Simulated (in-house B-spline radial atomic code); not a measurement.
A fraction x of an electron is removed from 5p in the iodine ion I⁺, starting from [Kr] 4d10 5s2 5p4 and keeping the highest spin. Level of theory: scalar-relativistic (X2C) LDA VWN5, spin-polarised, spherical fractional occupations, Fermi nucleus of rms radius 4.75 fm; calculated with a radial B-spline atomic code at the basis-set limit.

| x | E(x) - E(0) (eV) | 5p down level (eV) |
| --- | --- | --- |
| 0 | 0.0000 | -14.841 |
| 0.08 | 1.2138 | -15.505 |
| 0.16 | 2.4810 | -16.174 |
| 0.29 | 4.6546 | -17.268 |
| 0.39 | 6.4238 | -18.116 |
| 0.5 | 8.4682 | -19.056 |
| 0.56 | 9.6270 | -19.571 |
| 0.75 | 13.5014 | -21.214 |
| 0.78 | 14.1417 | -21.475 |
| 0.93 | 17.4612 | -22.786 |
| 1 | 19.0778 | - |

The exact functional would give a straight line between the two integer points. Deviations E(x) - E(0) - x[E(1) - E(0)], in eV: -0.312 at x = 0.08, -0.571 at x = 0.16, -0.878 at x = 0.29, -1.017 at x = 0.39, -1.071 at x = 0.5, -1.057 at x = 0.56, -0.807 at x = 0.75, -0.739 at x = 0.78, -0.281 at x = 0.93.

The curve lies below the straight line by up to 1.071 eV (at x = 0.5): convex, the delocalisation error that favours fractional charges.

Problem. How well does Slater's transition state (minus the level at half occupation) give the ionisation energy?

Solution. It gives 19.056 eV against 19.078 eV from the two total energies; NIST lists 19.13 eV, ground level to ground level.
